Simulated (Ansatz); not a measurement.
Born–Oppenheimer molecular dynamics of F3H4NSi (9 atoms, charge 0, multiplicity 1). It starts at the highest image of a converged band. Of that band: Neighbouring images differ by up to 1.8 eV, so the band resolves the path poorly. A vibrational analysis at the climbing image gives one clearly imaginary mode, 1469i cm⁻¹: a first-order saddle point.

Computed with UKS B3LYP-D4/def2-SVP in Ansatz 0.2.0.

| Quantity | Value |
| --- | --- |
| ensemble | NVE (velocity Verlet) |
| time step | 0.5 fs |
| steps asked | 200 |
| starting velocities drawn for | 300 K |
| seed | 8793 |

First frame:

```xyz
9
Properties=species:S:1:pos:R:3
Si -0.648 -0.387 -0.109
H 0.694 -1.345 0.542
F -0.582 -1.368 -1.389
F -1.419 -0.745 1.264
F -1.742 0.670 -0.700
H 1.145 -0.365 0.428
N 0.771 0.796 0.045
H 0.661 1.536 0.745
H 1.118 1.208 -0.826
```

Question: How far do the bonds stretch over the last three quarters of this one trajectory? (Pairs bonded in most of those frames.)

Answer: 
| bond | mean (Å) | spread (Å) | shortest | longest |
| --- | --- | --- | --- | --- |
| Si1–F3 | 1.617 | 0.041 | 1.56 | 1.68 |
| Si1–F4 | 1.617 | 0.030 | 1.57 | 1.67 |
| Si1–F5 | 1.615 | 0.034 | 1.55 | 1.67 |
| Si1–N7 | 1.714 | 0.065 | 1.62 | 1.83 |
| H2–H6 | 0.764 | 0.029 | 0.72 | 0.80 |
| N7–H8 | 1.021 | 0.009 | 1.00 | 1.04 |
| N7–H9 | 1.024 | 0.008 | 1.01 | 1.04 |

Mean temperature of the second half: 1793 K. The conserved energy stayed within 0.11 meV per atom of its start (net change 0.041 meV per atom), so the integration is sound. The kinetic energy rose, since the run started high on the potential surface and went downhill. It ends in pieces (F3H2NSi + H2), so much of that is their flight and rotation, not heat. A run of 0.1 ps of so small a system gives no equilibrium averages. The orbitals were unrestricted but ended closed-shell.

The run took 7.2 min on 2 threads of Intel(R) Xeon(R) Platinum 8375C CPU @ 2.90GHz (Ice Lake), with other jobs on the host, peak memory 0.29 GiB.
